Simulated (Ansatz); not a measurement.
# Which is lower?

Two relaxed structures of GeH2SeO, singlet (PBE0-D4/def2-TZVP; forces vanish, vibrations not checked).

A:

```
5
angstrom
O 0.6369 -1.2460 0.4504
Ge 0.0497 0.5135 -0.0257
Se -0.9256 -1.4199 1.2792
H -0.7978 0.0063 -1.2929
H -0.5317 -0.9338 2.6243
```

B:

```
atom    x (Å)    y (Å)    z (Å)
  O1   0.9325  -1.0555   0.2963
 Ge2  -0.0999   0.3049  -0.2556
 Se3  -0.4631  -0.9697   1.5967
  H4  -0.8979   0.0307  -1.5292
  H5   0.5284   1.6896  -0.1081
```

Ansatz 0.2.0; basis: def2-TZVPP; cores frozen in the correlated methods. Filled d shells of the heavier atoms are correlated. The def2 sets are not built for correlating such inner shells, so the correlated values are less sure here. B3LYP uses VWN-RPA correlation.

Question: Which structure is lower at CCSD(T), and by how much? (Judge from chemistry; the value comes from the calculation.)

Answer: By the calculation: B, by 27.7 kJ/mol (electronic energy, against the other). By their contacts, A is GeH₂SeO ([O]1[GeH][SeH]1) and B is GeH₂SeO ([O]1[GeH2][Se]1).

All methods give the same order:

```csv
method,E(B) − E(A) (kJ/mol)
PBE-D4,-7.5
r2SCAN-D4,-19.5
PBE0-D4,-15.8
B3LYP-D4,-4.8
wB97M-V,-10.7
HF,-23.7
MP2,-36.2
CCSD,-26.0
CCSD(T),-27.7
```

T1 diagnostic: at most 0.015.

Labels in which every atom is bracketed show which atoms are joined, not bond orders.

For scale, one of the runs: CCSD(T)/def2-TZVPP, 155 basis functions, launched by `ansatz run in.yaml --threads 2 --pin off --events-out ev --progress --plain --max-ram 4352MiB`. Hardware: 2 CPU threads of an Arm Neoverse V1, shared host. Wall time 67 s; peak host memory 1.1 GiB.
